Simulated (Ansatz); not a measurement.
A nudged elastic band was laid between two geometries of CH₅AlSe (8 atoms, charge 0, multiplicity 1).

Level of theory: Ansatz 0.2.0, RKS BLYP/def2-SVP.

```json
{
  "movable images": "7",
  "climbing image": "yes",
  "spring": "0.5 eV/Å²",
  "optimiser": "quadratic models (default)",
  "start path": "through a guess of the saddle point",
  "force threshold": "0.03 eV/Å",
  "iteration limit": "60",
  "end points": "relaxed"
}
```

First end point:

```xyz
8
Properties=species:S:1:pos:R:3
C -0.501 1.209 -0.700
Se -0.616 0.445 1.157
Al 0.629 -1.509 0.901
H -0.026 2.204 -0.630
H -1.530 1.308 -1.091
H 0.093 0.553 -1.361
H 1.265 -1.840 -0.523
H 0.780 -2.427 2.192
```

Last end point:

```xyz
8
Properties=species:S:1:pos:R:3
C -0.601 1.120 -0.767
Se -1.108 0.005 0.828
Al 0.735 -1.416 0.973
H 0.390 0.826 -1.156
H -0.583 2.178 -0.449
H -1.372 0.973 -1.545
H 1.915 -1.257 -0.087
H 0.715 -2.487 2.148
```

Problem. Which bonds break or form, and what moves?

Solution. No bond is made or broken. The dihedral H6–C1–Se2–Al3 goes from 0 to 119°. The two ends are copies of one structure, up to a mirror image or an exchange of like atoms.

Problem. What energy profile does the band end with?

Solution. The forces met the threshold. The highest image is number 5 of 0 to 8, 1.0 kJ/mol above the ends, which have the same energy within 2 meV. Another band between the same ends (7 images) ends at a top of the same energy, where a vibrational analysis finds 1 clearly imaginary mode.

```csv
image,path coordinate (Å),energy (kJ/mol),dihedral H6–C1–Se2–Al3 (°)
0,0.00,0.0,0
1,0.31,0.1,12
2,0.62,0.4,24
3,0.93,0.7,36
4,1.24,0.9,48
5,1.55,1.0,60
6,2.09,0.8,79
7,2.62,0.3,99
8,3.15,0.0,119
```

Problem. What is the geometry of the highest image?

Solution. 
```xyz
8
Properties=species:S:1:pos:R:3
C -0.569 1.179 -0.707
Se -0.905 0.199 1.019
Al 0.709 -1.482 0.898
H 0.447 1.610 -0.711
H -1.318 1.990 -0.748
H -0.706 0.502 -1.567
H 1.677 -1.562 -0.366
H 0.756 -2.493 2.126
```

The run took 3.8 min on 1 thread of Intel(R) Xeon(R) Processor @ 2.70GHz (shared host), peak memory 0.14 GiB.
